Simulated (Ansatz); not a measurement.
Isolated molecules relaxed with PBE0-D4/def2-TZVP in Ansatz; ΔE leaves out vibrations. CCSD(T)/CBS adds triple-zeta CCSD(T) − MP2 to the extrapolated MP2 energy (def2 sets, frozen cores). This one scheme is used for every species. DFT in def2-TZVPP. B3LYP here is the variant with VWN-RPA as its local correlation; programs differ in this. Each species was taken in one conformer, which may not be the lowest.

Reaction (substitution at a C–C bond): `CC(=N)C#N` + `O[SiH2]O` → `CC(=N)O[SiH2]O` + `C#N`

```
             level  ΔE (kJ/mol)  difference from CCSD(T)/CBS
            PBE-D4        -14.9                          1.0
          B3LYP-D4        -17.9                         -2.0
           ωB97M-V        -22.8                         -6.9
            B2PLYP        -13.4                          2.5
               PBE        -10.1                          5.8
             B3LYP        -10.2                          5.7
     HF/def2-TZVPP        -19.0                         -3.1
    MP2/def2-TZVPP        -13.8                          2.1
   CCSD/def2-TZVPP        -16.5                         -0.6
CCSD(T)/def2-TZVPP        -17.0                         -1.1
     HF/def2-QZVPP        -18.8                         -2.9
    MP2/def2-QZVPP        -13.1                          2.8
SCS-MP2/def2-QZVPP        -11.6                          4.3
      HF/CBS(def2)        -18.8                         -2.9
     MP2/CBS(def2)        -12.7                          3.2
    CCSD/CBS(def2)        -15.4                          0.5
       CCSD(T)/CBS        -15.9                            0
```

Largest T1 diagnostic among the species: 0.014.

From PBE to PBE0 (25 % exact exchange), in def2-TZVPP and without D4, ΔE moves by −3.3 kJ/mol. The D4 term adds −7.6 kJ/mol with B3LYP and −4.3 kJ/mol with PBE0; it sums over pairs of atoms, weighted by their polarisabilities, and B3LYP, whose exchange is more repulsive, gets the larger term.
